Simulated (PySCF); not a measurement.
AlBrClF. Atoms are numbered in the order given.

```xyz
4

Al    -0.4326    -0.5957     0.0000
F     -2.0502    -0.9291     0.0000
Cl     0.9077    -2.1785     0.0000
Br     0.2470     1.5183     0.0000
```
Charge 0, spin multiplicity 1.

Coordinates come from a PBE0-D3(BJ)/def2-SVP optimisation.

Level of theory: HF/def2-TZVPD (PySCF).

ESP charges are fitted to the potential on shells at 1.4 to 2.0 van der Waals radii. Atomic charges (e):

| atom | meta-Löwdin | ESP fit |
|---|---|---|
| Al1 | 1.25 | … |
| F2 | -0.60 | … |
| Cl3 | -0.35 | … |
| Br4 | -0.30 | … |

Problem. What belongs in the gaps? (The exact figures need the calculation; the answer reports its results.)

Solution. 
- Al1, ESP fit: 0.92
- F2, ESP fit: -0.40
- Cl3, ESP fit: -0.28
- Br4, ESP fit: -0.24
